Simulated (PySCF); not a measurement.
PySCF input for C₄H₅NS₂, SMILES Cc1ncsc1S, PBE-D3(BJ)/def2-SVP. Coordinates come from a PBE-D3(BJ)/def2-SVP optimisation. The values are those of a single conformer.

```python
import numpy as np
from pyscf import gto, scf, dft, df
from pyscf.hessian import thermo

mol = gto.M(
    atom='''
    C    -1.03872915    2.12291623    0.51514388
    C    -0.03105575    1.07765480    0.15296901
    N     1.27920246    1.43753048   -0.07138720
    C     2.01877226    0.40023335   -0.37514816
    S     1.18677644   -1.13052211   -0.40485938
    C    -0.29285238   -0.28561070    0.00795682
    S    -1.80744570   -1.13901030    0.30898340
    H    -1.05479750    2.92217420   -0.25329392
    H    -0.76763957    2.60603096    1.47628090
    H    -2.04851413    1.68253315    0.60745964
    H     3.09356489    0.45723999   -0.60725402
    H    -2.18313275   -1.30933530   -0.99499584
    ''',
    basis='def2-SVP',
    charge=0,
    spin=0,
    max_memory=1600,
    verbose=3,
)
mf = dft.RKS(mol, xc='pbe').density_fit(auxbasis='def2-universal-jkfit')
mf.disp = 'd3bj'
mf.grids.level = 3
mf.conv_tol = 1e-11
mf.max_cycle = 100
mf.kernel()

# [left out here: the lines that compute and print the analytic Hessian (its translational invariance restored by hand, since the grid's response is missing), thermochemistry and intensities]
```

Log of the run:

```
converged SCF energy = -1005.5756628587

WARN: DFTD3 does not support analytical Hessian, using finite difference


WARN: Mole.unit (angstrom) is changed to Bohr

Mode                                 0                   1                   2
Irrep
Freq [cm^-1]                       78.5929            156.1634            174.1321
Reduced mass [au]                   1.0431              4.6738              1.1157
Force const [Dyne/A]                0.0038              0.0672              0.0199
Char temp [K]                     113.0776            224.6843            250.5373
Normal mode                   x     y     z       x     y     z       x     y     z
       0   C                 0.00  0.01 -0.01    0.03 -0.00  0.10    0.01 -0.01  0.04
       1   C                 0.00  0.00  0.01    0.00  0.01 -0.01   -0.00 -0.01  0.01
       2   N                 0.00  0.00  0.01   -0.02  0.02 -0.12   -0.00 -0.00 -0.01
       3   C                 0.00 -0.00  0.01   -0.02  0.01 -0.09   -0.00  0.01 -0.03
       4   S                -0.00  0.00 -0.00    0.01 -0.01  0.08    0.01 -0.00  0.01
       5   C                 0.00  0.00  0.02    0.01 -0.00  0.06    0.00 -0.01  0.00
       6   S                 0.01 -0.02 -0.01   -0.01 -0.01 -0.06   -0.02  0.03 -0.02
       7   H                -0.33 -0.23 -0.25    0.03  0.08  0.19   -0.24 -0.16 -0.11
       8   H                 0.25  0.34 -0.25    0.06 -0.12  0.15    0.21  0.20 -0.12
       9   H                 0.08 -0.07  0.42    0.02  0.01  0.08    0.06 -0.06  0.35
      10   H                 0.01 -0.01  0.04   -0.03  0.01 -0.14   -0.02  0.02 -0.08
      11   H                -0.25  0.49 -0.01   -0.01  0.22 -0.09    0.39 -0.64 -0.05
Mode                                 3                   4                   5
Irrep
Freq [cm^-1]                      213.7180            251.8428            331.5680
Reduced mass [au]                   4.9579              3.7849              4.4048
[...]
Reduced mass [au]                   5.2627              1.2161              2.9779
Force const [Dyne/A]                2.0577              0.5805              1.4748
Char temp [K]                    1172.0630           1295.0197           1319.0939
Normal mode                   x     y     z       x     y     z       x     y     z
       0   C                 0.05 -0.04 -0.02    0.02 -0.03  0.00   -0.09  0.03  0.03
       1   C                 0.03  0.04  0.00   -0.01  0.00  0.00    0.01 -0.04 -0.01
       2   N                 0.01  0.06  0.01   -0.02 -0.03  0.00    0.07  0.08 -0.00
       3   C                -0.19 -0.11  0.03   -0.01 -0.00 -0.00   -0.05 -0.05  0.00
       4   S                 0.06  0.01 -0.01    0.01 -0.00 -0.00   -0.02  0.02  0.01
       5   C                -0.05  0.05  0.02   -0.02  0.06 -0.07    0.12 -0.10 -0.06
       6   S                 0.00 -0.00 -0.00   -0.02 -0.01  0.03   -0.02 -0.00  0.01
       7   H                 0.00 -0.03 -0.01    0.05 -0.05 -0.03    0.10  0.02  0.01
       8   H                 0.01 -0.04 -0.00    0.00  0.00 -0.01    0.06  0.07 -0.04
       9   H                 0.09 -0.12 -0.03    0.01 -0.02 -0.03   -0.20  0.29  0.07
      10   H                -0.19 -0.24  0.01   -0.01  0.05  0.03   -0.04 -0.31 -0.04
      11   H                -0.04 -0.05  0.01    0.75  0.43 -0.23    0.14  0.09 -0.04
Mode                                15                  16                  17
Irrep
Freq [cm^-1]                      968.5539           1007.4125           1046.6893
Reduced mass [au]                   2.1783              1.5762              3.9119
Force const [Dyne/A]                1.2040              0.9425              2.5251
Char temp [K]                    1393.5334           1449.4424           1505.9528
Normal mode                   x     y     z       x     y     z       x     y     z
       0   C                -0.08 -0.09 -0.00    0.03 -0.02  0.12   -0.01 -0.07 -0.00
       1   C                -0.03 -0.01  0.01   -0.03  0.01 -0.12    0.00  0.09  0.01
       2   N                 0.06  0.03 -0.01    0.01  0.00  0.02   -0.06 -0.07  0.00
       3   C                 0.05 -0.00 -0.01    0.00  0.00 -0.00   -0.02 -0.02  0.00
       4   S                 0.02 -0.01 -0.01    0.00 -0.00  0.00   -0.00  0.00  0.00
       5   C                -0.13  0.08  0.04   -0.01 -0.01  0.03    0.17  0.11 -0.01
       6   S                 0.02  0.00 -0.00    0.00  0.00 -0.00   -0.03 -0.01  0.00
       7   H                 0.32 -0.08 -0.01    0.22 -0.36 -0.25    0.24 -0.09 -0.03
       8   H                 0.29 -0.05 -0.12   -0.31  0.42 -0.01    0.19 -0.03 -0.08
       9   H                -0.25  0.36  0.10   -0.03  0.03 -0.28   -0.08  0.11  0.01
      10   H                 0.05 -0.03 -0.01   -0.01  0.00 -0.04   -0.04  0.17  0.02
      11   H                -0.03 -0.02  0.01   -0.03 -0.01  0.01   -0.14 -0.09  0.05
Mode                                18                  19                  20
Irrep
Freq [cm^-1]                     1209.4944           1314.4610           1347.3809
Reduced mass [au]                   1.3759              1.6807              2.3501
Force const [Dyne/A]                1.1859              1.7110              2.5138
Char temp [K]                    1740.1932           1891.2167           1938.5811
Normal mode                   x     y     z       x     y     z       x     y     z
       0   C                -0.03  0.01  0.01   -0.02  0.07  0.01   -0.10  0.06  0.03
       1   C                 0.10 -0.02 -0.02   -0.13 -0.02  0.03    0.15  0.05 -0.02
       2   N                 0.04 -0.00 -0.01    0.08  0.03 -0.01   -0.08 -0.01  0.02
       3   C                -0.06 -0.06  0.01   -0.00 -0.05 -0.01    0.01  0.01 -0.00
       4   S                -0.01  0.01  0.00   -0.00  0.01  0.00   -0.00 -0.00 -0.00
       5   C                -0.03 -0.04 -0.00    0.02 -0.01 -0.01   -0.05 -0.06 -0.00
       6   S                 0.00  0.00  0.00   -0.00  0.00  0.00    0.00  0.00  0.00
       7   H                -0.04  0.06  0.06    0.17 -0.22 -0.28    0.33 -0.05 -0.09
       8   H                -0.05  0.08 -0.02    0.23 -0.30  0.12    0.35 -0.05 -0.05
       9   H                -0.09  0.14  0.04    0.16 -0.37 -0.08    0.06 -0.33 -0.09
      10   H                -0.09  0.79  0.13   -0.01  0.27  0.04    0.01 -0.11 -0.01
      11   H                 0.03  0.01 -0.01    0.00  0.00  0.00    0.03  0.01 -0.02
Mode                                21                  22                  23
Irrep
Freq [cm^-1]                     1393.0371           1400.8816           1447.7200
Reduced mass [au]                   1.2060              1.0552              7.0970
Force const [Dyne/A]                1.3789              1.2200              8.7638
Char temp [K]                    2004.2702           2015.5567           2082.9467
Normal mode                   x     y     z       x     y     z       x     y     z
       0   C                 0.01  0.05  0.02    0.01 -0.02  0.04   -0.04  0.03  0.01
       1   C                 0.08 -0.04 -0.02   -0.02  0.01  0.03    0.02 -0.10 -0.02
       2   N                -0.03 -0.01  0.00    0.01  0.00 -0.01    0.09 -0.11 -0.04
       3   C                -0.01  0.02  0.00    0.00 -0.00 -0.00   -0.11  0.14  0.04
       4   S                 0.00 -0.00 -0.00   -0.00  0.00  0.00    0.00  0.00  0.00
       5   C                 0.00  0.04  0.01    0.00 -0.01 -0.00    0.01  0.06  0.01
       6   S                -0.00 -0.00 -0.00    0.00  0.00  0.00   -0.00 -0.00 -0.00
       7   H                -0.35 -0.35 -0.38   -0.40  0.08  0.13    0.07  0.07  0.05
       8   H                 0.01 -0.46  0.26    0.47  0.15 -0.19    0.05  0.08 -0.04
       9   H                -0.14  0.34 -0.10   -0.08  0.04 -0.68    0.03 -0.13 -0.03
      10   H                -0.01 -0.06 -0.01    0.00  0.02  0.00   -0.12 -0.10  0.01
      11   H                -0.01 -0.01  0.01    0.00  0.00 -0.00   -0.03 -0.01  0.01
Mode                                24                  25                  26
Irrep
Freq [cm^-1]                     1509.6477           2554.6727           2978.1864
Reduced mass [au]                   6.6561              1.0394              1.0375
Force const [Dyne/A]                8.9376              3.9967              5.4215
Char temp [K]                    2172.0469           3675.6052           4284.9471
Normal mode                   x     y     z       x     y     z       x     y     z
       0   C                -0.02  0.04  0.01   -0.00 -0.00 -0.00    0.02 -0.04 -0.01
       1   C                 0.03 -0.18 -0.03    0.00  0.00 -0.00   -0.00  0.00  0.00
       2   N                -0.07  0.08  0.02   -0.00  0.00  0.00   -0.00  0.00  0.00
       3   C                 0.05 -0.08 -0.02    0.00 -0.00 -0.00    0.00 -0.00 -0.00
       4   S                -0.00 -0.00  0.00    0.00 -0.00 -0.00    0.00  0.00 -0.00
       5   C                 0.03  0.13  0.01   -0.00 -0.00  0.00    0.00  0.00  0.00
       6   S                -0.00 -0.00 -0.00   -0.01 -0.00 -0.03   -0.00  0.00 -0.00
       7   H                 0.02  0.11  0.09    0.00 -0.00  0.00   -0.01  0.42 -0.42
       8   H                -0.00  0.14 -0.04    0.00 -0.00 -0.00    0.16  0.26  0.55
       9   H                 0.05 -0.16 -0.04    0.00 -0.00 -0.00   -0.42 -0.19  0.04
      10   H                 0.05  0.03 -0.01   -0.00  0.00  0.00    0.00 -0.00 -0.00
      11   H                -0.03 -0.02  0.01    0.26  0.12  0.94   -0.00 -0.00  0.00
Mode                                27                  28                  29
Irrep
Freq [cm^-1]                     3056.2958           3096.6011           3140.6007
Reduced mass [au]                   1.1017              1.1040              1.0947
Force const [Dyne/A]                6.0635              6.2372              6.3614
Char temp [K]                    4397.3292           4455.3195           4518.6252
Normal mode                   x     y     z       x     y     z       x     y     z
       0   C                -0.02  0.01 -0.08    0.07  0.06 -0.01    0.00  0.00 -0.00
       1   C                 0.00 -0.00 -0.00    0.00  0.00  0.00    0.00  0.00 -0.00
       2   N                 0.00 -0.00  0.00   -0.00 -0.00  0.00    0.00 -0.00 -0.00
       3   C                -0.00 -0.00  0.00    0.00  0.00 -0.00   -0.08 -0.00  0.02
       4   S                -0.00  0.00 -0.00    0.00 -0.00 -0.00    0.00  0.00  0.00
       5   C                -0.00  0.00 -0.00    0.00 -0.00 -0.00    0.00 -0.00 -0.00
       6   S                -0.00 -0.00  0.00   -0.00  0.00  0.00   -0.00 -0.00 -0.00
       7   H                 0.00 -0.49  0.46    0.01 -0.24  0.25    0.00 -0.00  0.00
       8   H                 0.17  0.30  0.58   -0.06 -0.11 -0.24   -0.00 -0.00 -0.00
       9   H                 0.05  0.03 -0.02   -0.77 -0.33  0.07   -0.01 -0.00  0.00
      10   H                -0.00  0.00 -0.00   -0.01 -0.00  0.00    0.93  0.05 -0.20
      11   H                 0.00  0.00 -0.00   -0.00  0.00 -0.00    0.00  0.00  0.00
temperature 298.1500 [K]
pressure 101325.00 [Pa]
Rotational constants [GHz] 2.51256 1.81626 1.06901
Symmetry number 1
Zero-point energy (ZPE) 0.07951 [Eh]   208757.026 [J/mol]
                           tot       elec      trans        rot        vib
Entropy [J/mol/K]       363.301      0.000    169.568    119.574     74.160
Cv [J/mol/K]            111.744      0.000     12.472     12.472     86.800
Cp [J/mol/K]            120.058      0.000     20.786     12.472     86.800
Internal energy [J/mol]                      3718.434   3718.434 221330.067
Internal energy [Eh]   -1005.48853  -1005.57566
Enthalpy [J/mol]                             6197.391   3718.434 221330.067
Enthalpy [Eh]          -1005.48759
Gibbs free energy [J/mol]                  -44359.262 -31932.473 199219.402
Gibbs free energy [Eh] -1005.52884
mode   freq/cm-1   IR/(km/mol)
   1       78.59         7.472
   2      156.16         1.708
   3      174.13         9.781
   4      213.72         0.087
   5      251.84         4.781
   6      331.57         1.791
   7      447.46         5.024
   8      493.18         0.887
   9      571.83         1.238
  10      639.50         1.023
  11      676.26         0.490
  12      764.05        17.327
  13      814.62        19.177
  14      900.08        10.840
  15      916.82        12.839
  16      968.55        14.251
  17     1007.41         3.863
  18     1046.69        20.579
  19     1209.49         3.928
  20     1314.46         3.574
  21     1347.38        15.505
  22     1393.04         6.923
  23     1400.88         5.853
  24     1447.72        21.430
  25     1509.65        54.211
  26     2554.67        12.890
  27     2978.19        13.458
  28     3056.30         4.784
  29     3096.60         2.075
  30     3140.60         0.148
max |gradient| / (hartree/bohr): 4.9685552628404344e-05
APT charges: [-0.0261  0.2251 -0.4855  0.1973 -0.0982  0.0547  0.0209  0.0099  0.009
  0.0384  0.0622 -0.0079]
```

The calculation finished and met its thresholds.
